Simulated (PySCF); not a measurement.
## C 1s core levels and what the atom is bonded to

Gas-phase molecules, one conformer each, relaxed by PBE0-D3(BJ)/def2-SVP with no frequency check. Core levels by delta-SCF with SCAN, pcX-2 on the ionised atom and pcseg-1 elsewhere, spin-free X2C; energies from the vacuum level.

The core-hole states of [SiH3]C[C](Cl)(Cl)[GeH3], ClC(Cl)(Cl)Cl, FC(Cl)(Cl)Cl are spin-contaminated (⟨S²⟩ 0.79, 0.81, 0.80 against 0.75 for a pure doublet), so those values and differences from them are less sure.

| structure (SMILES) | C bonded to | mean electronegativity of these (Pauling) | C 1s (eV) |
| --- | --- | --- | --- |
| F[C]([SiH3])([SiH3])[GeH3] | 1 F + 1 Ge + 2 Si | 2.45 | 291.64 |
| CCN([SiH3])[SiH3] | 1 C + 1 N + 2 H | 2.50 | 291.67 |
| O[C]([SiH3])(Cl)[GeH3] | 1 Cl + 1 Ge + 1 O + 1 Si | 2.63 | 292.83 |
| FC([SiH3])S[SiH3] | 1 F + 1 S + 1 Si + 1 H | 2.67 | 293.12 |
| [SiH3]C[C](Cl)(Cl)[GeH3] | 1 C + 2 Cl + 1 Ge | 2.72 | 293.31 |
| SC([O][GeH3])[O][GeH3] | 2 O + 1 S + 1 H | 2.92 | ? |
| ClC(Cl)(Cl)Cl | 4 Cl | 3.16 | 296.89 |
| FC(Cl)(Cl)Cl | 3 Cl + 1 F | 3.37 | 297.98 |

Problem. Fit a straight line to the complete rows and predict the core level of C in SC([O][GeH3])[O][GeH3], bonded to 2 O + 1 S + 1 H.

Solution. E = 273.760 + 7.237·χ (7 points, rms 0.16 eV, correlation 0.998). At 2.92 this gives 294.89 eV; the calculation itself gave 294.17 eV, so the fit is off by 0.72. That is 4.6 times the rms, an unusual miss.

For scale, for SC([O][GeH3])[O][GeH3]: run time: 42 s on 1 thread of Arm Neoverse V1 (aarch64), shared host, peak memory 0.66 GiB, launched as `OMP_NUM_THREADS=1 python cluster_run.py task.json out`.
